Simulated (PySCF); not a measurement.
Species: C5H8O3S.
Structure used (GFN2-xTB), in Å, numbered top down from 1:
```
atom  x, y, z in Å
O1     2.0048   -0.1234   -1.9539
S2     1.8101   -0.3683   -0.5643
O3     2.1625   -1.6429   -0.0116
O4     2.6471    0.7424    0.2673
C5     0.1533    0.0378   -0.1146
C6    -0.6719    1.1419   -0.7439
C7    -1.9007    0.2057   -0.7141
C8    -1.0294   -0.8987   -0.1191
C9    -0.4241   -0.4465    1.1706
H10    3.1607    0.3068    0.9491
H11   -0.7433    2.0613   -0.1636
H12   -0.3297    1.3698   -1.7495
H13   -2.2829   -0.0333   -1.7023
H14   -2.7224    0.5298   -0.0767
H15   -1.0616   -1.9346   -0.4092
H16    0.1737   -1.1810    1.6894
H17   -0.9533    0.2450    1.8114
```

Level of theory: TDDFT PBE0/def2-SVPD, vertical, gas phase, core orbitals frozen in the response (PySCF).

Ground-to-excited transition dipoles (e·a0, same axes as the geometry; the sign carries no meaning), for the states with f of 0.002 or more among the lowest 6:

```json
{"state": "S1", "E (hartree)": "0.2751", "μx": "-0.414", "μy": "0.082", "μz": "0.177"}
{"state": "S2", "E (hartree)": "0.2831", "μx": "0.172", "μy": "0.016", "μz": "0.093"}
{"state": "S3", "E (hartree)": "0.2899", "μx": "0.247", "μy": "0.141", "μz": "-0.020"}
{"state": "S4", "E (hartree)": "0.2932", "μx": "0.164", "μy": "0.069", "μz": "0.024"}
{"state": "S5", "E (hartree)": "0.2983", "μx": "-0.293", "μy": "0.033", "μz": "0.044"}
{"state": "S6", "E (hartree)": "0.3030", "μx": "-0.139", "μy": "0.337", "μz": "0.252"}
```

Question: What oscillator strength does each state have?

Answer: f = (2/3) ΔE |μ|² with ΔE in hartree (27.2114 eV).

```csv
state,|μ|² (au),|μ| (D),f
S1,0.210,1.16,0.038
S2,0.038,0.50,0.007
S3,0.081,0.72,0.016
S4,0.032,0.46,0.006
S5,0.089,0.76,0.018
S6,0.196,1.13,0.040
```

Question: What angle do the transition dipoles of S1 and S5 make?

Answer: |cos θ| = |μa·μb| / (|μa| |μb|) = 0.97, so θ ≈ 15° (taken between 0 and 90°, since the signs are arbitrary).

One conformer stands for the species.
